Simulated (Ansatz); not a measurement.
Ideal-gas functions of Cl2HO2V (`[O]=[V]([OH])([Cl])[Cl]`) at 298.15 K and 1 bar, from an Ansatz frequency run at PBE0-D4/def2-TZVP.

Molar mass 154.86 g/mol, point group Cs (symmetry number 1), electronic degeneracy 1, moments of inertia 178.809, 277.397, 342.544 u Å². Harmonic wavenumbers (cm⁻¹, unscaled): 132, 185, 199, 247, 291, 428, 446, 540, 669, 818, 1154, 3866.

Use S(trans) = R[1.5 ln M + 2.5 ln T − 1.1517]; rotational temperatures θ = 24.2544 K / I; S(rot) = R[ln(√π/σ · √(T³/θAθBθC)) + 1.5]; for each mode x = 1.438777 ν̃/T, S = R[x/(eˣ − 1) − ln(1 − e⁻ˣ)] and H = RT x/(eˣ − 1); 1 cm⁻¹ = 0.0119627 kJ/mol; R = 8.31446 J/(mol·K).

**Question.** By hand: the entropy, in J/(mol·K).

**Answer.** Translation 171.7. Rotation: θ = 0.1356, 0.0874, 0.0708 K, giving 117.7. Vibration, mode by mode: 12.20, 9.53, 8.96, 7.33, 6.14, 3.62, 3.38, 2.37, 1.44, 0.81, 0.21, 0.00, in all 56.0. Electronic 0.0. Sum 345.4 J/(mol·K).

**Question.** By hand: H − E and G − E in kJ/mol, counted from the electronic energy.

**Answer.** Zero-point energy ½ × 8975 × 0.0119627 = 53.7; thermal vibration 9.7; translation, rotation and pV give 4 RT = 9.9. H − E = 73.3 kJ/mol, and G − E = 73.3 − 298.15 × 345.4/1000 = -29.7 kJ/mol.

Vibration gives 16 % of the entropy, 12.2 J/(mol·K) of it from the mode under 150 cm⁻¹: soft modes count most, and the harmonic formula is weakest for them. The sum counts one conformer and one mirror image; others add a mixing term.
